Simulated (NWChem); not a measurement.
Si2N2H8; SMILES [SiH2](N)[SiH2]N

```xyz
12

Si    -0.5337    -1.1847    -0.2083
N      1.0512    -1.6278     0.3372
Si    -0.5696     1.1224     0.2209
N      1.0155     1.6750    -0.2786
H     -1.5921    -1.9346     0.5404
H     -0.8157    -1.4404    -1.6674
H      1.7623    -0.9046     0.2817
H      1.4398    -2.5524     0.1928
H     -1.7410     1.8072    -0.4301
H     -0.6671     1.4040     1.6868
H      1.2553     1.5897    -1.2620
H      1.3381     2.5727     0.0703
```
Atoms are numbered in this order, from 1.

All runs: NWChem. Medium grid unless said otherwise, to which SCAN and Minnesota functionals are sensitive. Coordinates come from a PBE0/def2-SVP optimisation. Total energies of different functionals are on different scales.

```csv
level,energy (Ha),highest occupied level (eV),orbital gap (eV),dipole (D)
B3LYP/def2-SVP,-693.1112,-6.63,6.77,2.12
PBE/def2-SVP,-692.6180,-5.45,4.92,2.20
"LDA (Slater exchange, VWN5)/def2-SVP",-689.7986,-5.51,4.81,2.26
BLYP/def2-SVP,-692.9977,-5.29,4.93,2.17
PW91/def2-SVP,-692.9829,-5.50,4.91,2.18
SCAN/def2-SVP,-693.0515,-5.85,5.57,2.18
M06/def2-SVP,-692.9748,-6.96,7.26,2.00
LRC-wPBEh/def2-SVP,-692.7252,-8.77,10.76,2.12
BP86/def2-SVP,-693.1211,-5.57,5.00,2.21
BHandHLYP/def2-SVP,-692.9993,…,…,…
TPSSh/def2-SVP,-693.1140,-6.17,6.16,2.15
```

Problem. Fill in the missing entries.

Solution. 
- BHandHLYP/def2-SVP, highest occupied level (eV): -8.20
- BHandHLYP/def2-SVP, orbital gap (eV): 9.44
- BHandHLYP/def2-SVP, dipole (D): 2.05
